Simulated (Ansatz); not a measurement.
Cartesian coordinates in Å:
```
O 1.158 2.132 0.467
C 0.229 1.194 0.339
N 0.516 -0.041 0.315
Si -0.731 -1.534 0.502
S -0.676 -2.145 -1.608
H 0.762 3.009 0.435
H -0.816 1.491 0.273
H 1.509 -0.253 0.353
H -1.859 -0.520 0.310
H -0.092 -3.332 -1.387
```

Charge 0, multiplicity 1. The bonds changed during the relaxation, so this is another structure than the one it started from.

List the r2SCAN/def2-TZVPP orbital energies in eV (Ansatz). (An estimate is asked.)

The calculation gave: Occupied: -2408.02, -1790.39, -518.61, -386.96, -277.18, -212.45, -156.52, -156.43, -156.34, -140.69, -95.63, -95.55, -95.46, -30.28, -25.37, -18.08, -17.71, -16.54, -14.21, -12.79, -12.22, -10.85, -9.82, -9.03, -8.59, -7.34, -5.64, -4.51. Lowest empty: -2.14, -0.33, 0.26, 0.58, 1.01, 1.26, 2.00, 2.92.
